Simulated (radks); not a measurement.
Initial-state core-level shifts of neutral manganese when its valence configuration changes from [Ar] 3d5 4s2. All-electron calculation, scalar-relativistic Kohn-Sham, PBEsol, spin-polarised, spherical densities, point nucleus; open shells are filled with parallel spins first. Program: a radial shooting solver on a logarithmic mesh with Libxc functionals. Shifts are changes of the shell-averaged eigenvalues in eV (positive: less bound).

| valence | 1s | 2p | 3s | 3p |
|---|---|---|---|---|
| 3d5 4s1 4p1 | -1.236 | -1.239 | -1.216 | -1.203 |
| 3d6 4s1 | +3.878 | +4.312 | +3.981 | +3.865 |
| 3d5 4p2 | -2.662 | -2.579 | -2.644 | -2.633 |
| 3d5 4s1.5 4p0.5 | -0.707 | -0.704 | -0.693 | -0.687 |
| 3d5.5 4s1.5 | +2.126 | +2.369 | +2.158 | +2.092 |
| 3d3 4p4 | -19.205 | -20.984 | -18.240 | -17.722 |
| 3d4 4s1 4p2 | -8.715 | -9.510 | -8.464 | -8.225 |
| 3d3 4s2 4p2 | -16.578 | -18.404 | -15.662 | -15.166 |
